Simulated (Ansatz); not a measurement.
## Which is lower?

The two ends of one reaction step of BSiH₇O₂, singlet (PBE0-D4/def2-TZVP).

A:

B1  (-1.842, 0.910, 0.108)
Si2  (1.830, -0.910, -0.036)
O3  (-0.666, 1.104, -0.560)
O4  (-2.034, -0.240, 0.790)
H5  (1.901, 0.213, 0.929)
H6  (-2.713, 1.733, 0.109)
H7  (1.904, -0.415, -1.431)
H8  (2.957, -1.846, 0.216)
H9  (0.561, -1.662, 0.162)
H10  (-0.620, 1.949, -1.011)
H11  (-1.278, -0.835, 0.726)
(Å)

B:

| atom | x (Å) | y (Å) | z (Å) |
| --- | --- | --- | --- |
| B1 | -0.6844 | 0.0555 | -0.8051 |
| Si2 | 1.1672 | -0.7700 | -0.6113 |
| O3 | -1.3067 | -0.0564 | -2.0062 |
| O4 | -1.3372 | 0.7135 | 0.1965 |
| H5 | 0.4017 | 0.7551 | 2.7944 |
| H6 | -0.1826 | 1.1333 | 3.0688 |
| H7 | 2.1345 | -0.1643 | -1.5667 |
| H8 | 1.6968 | -0.5497 | 0.7677 |
| H9 | 1.1346 | -2.2386 | -0.8512 |
| H10 | -2.1758 | 0.3617 | -2.0078 |
| H11 | -0.8480 | 0.7601 | 1.0209 |

Computed with Ansatz 0.2.0 (basis: def2-TZVPP); correlated methods freeze the cores. B3LYP uses VWN-RPA correlation.

Q: Which structure is lower at CCSD(T), and by how much? (An estimate is asked for; the value comes from the calculation.)

A: Computed: A, by 0.528 eV (electronic energy, against the other). By their contacts, A is a complex of BH₃O₂ ([OH][BH][OH]) + SiH₄ and B is a complex of BSiH₅O₂ ([OH][B]([OH])[SiH3]) + H₂.

All methods give the same order:

```
      method  E(B) − E(A) (eV)
       SPW92             0.401
      PBE-D4             0.373
     BLYP-D4             0.460
   r2SCAN-D4             0.463
      B97M-V             0.509
     PBE0-D4             0.446
    B3LYP-D4             0.520
  r2SCAN0-D4             0.510
    BHLYP-D4             0.610
CAM-B3LYP-D4             0.568
     wB97X-V             0.514
     wB97M-V             0.543
      B2PLYP             0.552
    PBE-QIDH             0.512
  RPA on PBE             0.536
          HF             0.768
         MP2             0.534
        CCSD             0.573
     CCSD(T)             0.528
```

T1 diagnostic: at most 0.014.

Labels in which every atom is bracketed show which atoms are joined, not bond orders.

For scale, one of the runs: CCSD(T)/def2-TZVPP, 233 basis functions, launched by `ansatz run in.yaml --threads 4 --pin off --events-out ev --progress --plain --max-ram 9574MiB`. Time: 72 s of wall clock on 4 CPU threads of an Arm Neoverse V2; the host was shared. Peak host memory: 4.2 GiB.
